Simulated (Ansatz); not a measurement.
One geometry of CH3F2GaO (`FC(F)[O][GaH2]`), several functionals.

```yaml
crystal:
  periodic: [false, false, false]
  atoms:
    - {symbol: F, position_ang: [-0.259399, -1.213667, 1.692200]}
    - {symbol: C, position_ang: [0.344724, -0.180098, 1.073513]}
    - {symbol: F, position_ang: [0.962570, -0.801549, -0.105412]}
    - {symbol: O, position_ang: [-0.466660, 0.724675, 0.621499]}
    - {symbol: Ga, position_ang: [-0.510935, 0.428046, -1.243966]}
    - {symbol: H, position_ang: [1.186591, 0.151472, 1.688088]}
    - {symbol: H, position_ang: [0.343205, 1.469098, -2.019002]}
    - {symbol: H, position_ang: [-1.600087, -0.577986, -1.706930]}
basis:
  gaussian: {orbitals: def2-TZVPP}
hamiltonian: {xc: {name: BLYP}, dispersion: d4}
output: {orbitals: {seedname: orbitals}}
```

```sh
$ ansatz run in.yaml --threads 4 --pin off --events-out ev --progress --plain --max-ram 10444MiB
```

Output, abridged:

```
Functional definition: BLYP
1188 factors; their error is unknown
mean field evaluation 1: about -60941.9267 eV, gradient 7.5e1 eV
mean field evaluation 2: about -60863.3617 eV, gradient 1.8e2 eV
mean field evaluation 4: about -60949.2641 eV, gradient 1.7e1 eV
mean field evaluation 8: about -60949.7658 eV, gradient 4.6e-1 eV
mean field evaluation 16: about -60949.7400 eV, gradient 2.0e-4 eV
mean field -60949.73997782 eV, -2239.8616309675 hartree, gradient 4.6e-5 eV, S^2 0.000000; 0 other end points of the search recorded, 0 dependent functions left out
reference -60949.74030632 eV, -2239.8616430395 hartree; 33, 33 occupied and 181, 181 virtual orbitals, 1188 factors
Total energy: -60950.07164620 eV, -2239.8738195553 hartree
```

It took 1.4 s on 4 threads of an Arm Neoverse V2 on a shared host, with 0.26 GiB of host memory at the peak.

With the line `hamiltonian: {xc: {name: r2SCANh}, dispersion: d4}` (abridged; 3.7 s):

```
Functional definition: r2SCANh
mean field evaluation 16: about -60944.2323 eV, gradient 3.2e-4 eV
mean field -60944.23234618 eV, -2239.6592292378 hartree, gradient 5.6e-5 eV, S^2 0.000000
Total energy: -60944.26890654 eV, -2239.6605728062 hartree
```

Changing it to `hamiltonian: {xc: {name: CAM-B3LYP}, dispersion: d4}` (abridged; 2.2 s):

```
Functional definition: CAM-B3LYP
mean field evaluation 16: about -60949.9803 eV, gradient 5.0e-5 eV
mean field -60949.98028310 eV, -2239.8704620235 hartree, gradient 5.1e-5 eV, S^2 0.000000
Total energy: -60950.10509055 eV, -2239.8750486127 hartree
```

The same input with `hamiltonian: {xc: pbe0, dispersion: d4}` (abridged; 1.9 s):

```
Functional definition: PBE0
mean field evaluation 16: about -60933.5268 eV, gradient 2.6e-5 eV
mean field -60933.52675788 eV, -2239.2658061243 hartree, gradient 2.6e-5 eV, S^2 0.000000
Total energy: -60933.65032754 eV, -2239.2703472256 hartree
```

Changing it to `hamiltonian: {xc: {name: B3LYP}, dispersion: d4}` and forces (abridged; 3 s):

```
Functional definition: B3LYP
mean field evaluation 16: about -60950.4415 eV, gradient 2.8e-4 eV
mean field -60950.44150031 eV, -2239.8874114434 hartree, gradient 3.0e-5 eV, S^2 0.000000
Total energy: -60950.68197166 eV, -2239.8962486025 hartree
Atom 0 force    -0.188271    -0.335523     0.219021 eV/Å
Atom 1 force     0.239314     0.329749     0.349172 eV/Å
Atom 2 force     0.237505    -0.212009    -0.301424 eV/Å
Atom 3 force    -0.135742     0.200264     0.071094 eV/Å
Atom 4 force    -0.092902     0.043012    -0.317341 eV/Å
Atom 5 force    -0.063645    -0.026352    -0.047062 eV/Å
Atom 6 force    -0.015217    -0.017816     0.016129 eV/Å
Atom 7 force     0.018958     0.018675     0.010412 eV/Å
Dipole moment:     0.114905     0.182370    -0.202819 e Å
```

With the line `hamiltonian: {xc: {name: B2PLYP}}` (abridged; 3.6 s):

```
Functional definition: B2PLYP
mean field evaluation 16: about -60924.0662 eV, gradient 1.1e-4 eV
mean field -60924.06619919 eV, -2238.9181370049 hartree, gradient 2.3e-6 eV, S^2 0.000000
13 core orbitals not correlated: weight in the atoms' cores, before any rotation towards them, 1.000 or more for the frozen orbitals, at most 0.000 for the correlated occupied ones
second order -36.92329339 eV of doubles, -0.00000000 eV of singles
Total energy: -60934.03563997 eV, -2239.2845071962 hartree
```

B3LYP takes the VWN-RPA correlation (the form of Gaussian; ORCA's B3LYP/G).
